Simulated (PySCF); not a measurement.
Compound: C5H11NSi.
SMILES with atom numbers: `[CH3:1][C:2]1=[CH:3][C@@H:4]([SiH3:5])[NH:6][CH2:7]1`

Geometry (GFN2-xTB, Å), atoms numbered from 1 in this order:
```
atom  x, y, z in Å
C1    -2.3179    0.9790    0.4595
C2    -1.0482    0.3576   -0.0037
C3     0.0184    0.9273   -0.5478
C4     1.0810   -0.0866   -0.8214
Si5    2.4927   -0.0446    0.4747
N6     0.4135   -1.3915   -0.6488
C7    -0.7972   -1.1283    0.1301
H8    -2.4751    0.7668    1.5172
H9    -2.2923    2.0566    0.3160
H10   -3.1668    0.5710   -0.0904
H11    0.1636    1.9726   -0.7529
H12    1.4893    0.0100   -1.8313
H13    3.2100    1.2312    0.3710
H14    3.3872   -1.1632    0.1875
H15    1.9124   -0.1637    1.8106
H16    0.1624   -1.7696   -1.5568
H17   -0.6019   -1.3812    1.1821
H18   -1.6399   -1.7373   -0.2074
```

Probes without a nucleus sit at each ring's centroid and 1 Å off its mean plane on both sides; NICS is minus the shielding there, NICSzz its component along the normal. Level: GIAO PBE0/pcSseg-1 (PySCF, non-relativistic, gas phase) on the GFN2-xTB geometry, one conformer.

Ring bond lengths (Å), with Mayer bond orders in brackets: C2–C3 1.326 (1.82), C3–C4 1.494 (1.03), C4–N6 1.476 (0.97), N6–C7 1.463 (0.99), C7–C2 1.513 (1.01).

Q: What do the NICS probes read (ppm)?

A: 
| ring | type | NICS(0) | NICS(1), two faces | NICS(1)zz, two faces | rms pucker (Å) | centre to ring atoms, mean (Å) |
| --- | --- | --- | --- | --- | --- | --- |
| C2–C3–C4–N6–C7 | 5-membered ring with N; formal bonds 1 double, 4 single | -2.9 | -3.0 / -2.4 | -4.8 / -4.2 | 0.08 | 1.23 |

Q: What do they say, and how far can they be read as aromaticity?

A: 
- C2–C3–C4–N6–C7: mean NICS(1)zz -4.5 ppm, shielded. C4, C7 have four or more neighbours; no verdict on aromaticity is drawn.

Q: Give the inner angles of the rings and the Hirshfeld charges of the ring atoms.

A: 
- C2–C3–C4–N6–C7: C2 109.0° (-0.002 e), C3 110.8° (-0.073 e), C4 104.9° (-0.070 e), N6 106.1° (-0.170 e), C7 105.5° (-0.031 e); sum 536.3° against 540° for a flat convex ring.

Q: How shielded are the nuclei of the rings and their hydrogens (means over atoms taken as equivalent)?

A: 
```json
{"atoms": "C2", "environment": "fully substituted alkene carbon", "σ isotropic (ppm)": "41.2"}
{"atoms": "C3", "environment": "alkene CH carbon", "σ isotropic (ppm)": "52.4"}
{"atoms": "C4", "environment": "sp3 carbon bound to nitrogen", "σ isotropic (ppm)": "128.8"}
{"atoms": "N6", "environment": "secondary amine nitrogen", "σ isotropic (ppm)": "217.3"}
{"atoms": "C7", "environment": "sp3 carbon bound to nitrogen", "σ isotropic (ppm)": "125.1"}
{"atoms": "H11", "environment": "vinylic hydrogen", "σ isotropic (ppm)": "25.87"}
{"atoms": "H12", "environment": "methine hydrogen", "σ isotropic (ppm)": "27.92"}
{"atoms": "H16", "environment": "N–H hydrogen", "σ isotropic (ppm)": "30.34"}
{"atoms": "H17", "environment": "methylene hydrogen", "σ isotropic (ppm)": "27.82"}
{"atoms": "H18", "environment": "methylene hydrogen", "σ isotropic (ppm)": "28.11"}
```
